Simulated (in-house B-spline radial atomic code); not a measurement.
**Neutral tin: [Kr] 4d10 5s2 5p2**

Level of theory: non-relativistic M06-2X, spin-polarised, spherical fractional occupations, exact exchange averaged over the configuration, point nucleus; calculated with an all-electron radial atomic-structure program (B-spline basis).

Effective charges: Z_r = [3n² - l(l+1)]/(2<r>) from the radius, Z_e = n√(-2ε) from the energy, and Slater's rules. Values are occupation-weighted means over spin.

| shell | electrons | ε (eV) | <r> (bohr) | Z_r | Z_e | Slater |
| --- | --- | --- | --- | --- | --- | --- |
| 1s | 2 | -28145 | 0.03044 | 49.28 | 45.48 | 49.70 |
| 2s | 2 | -4192.5 | 0.1316 | 45.60 | 35.11 | 45.85 |
| 2p | 6 | -3923.9 | 0.1121 | 44.59 | 33.96 | 45.85 |
| 3s | 2 | -821.55 | 0.3527 | 38.28 | 23.31 | 38.75 |
| 3p | 6 | -710.21 | 0.3431 | 36.43 | 21.67 | 38.75 |
| 3d | 10 | -501.64 | 0.3137 | 33.47 | 18.22 | 28.85 |
| 4s | 2 | -135.44 | 0.8508 | 28.21 | 12.62 | 22.25 |
| 4p | 6 | -97.287 | 0.9003 | 25.55 | 10.70 | 22.25 |
| 4d | 10 | -32.704 | 1.08 | 19.44 | 6.20 | 10.85 |
| 5s | 2 | -11.322 | 2.594 | 14.46 | 4.56 | 5.65 |
| 5p | 2 | -6.1088 | 3.161 | 11.55 | 3.35 | 5.65 |

The least bound orbital is 5p up at -6.109 eV, and it is also the most diffuse (<r> = 3.161 bohr).
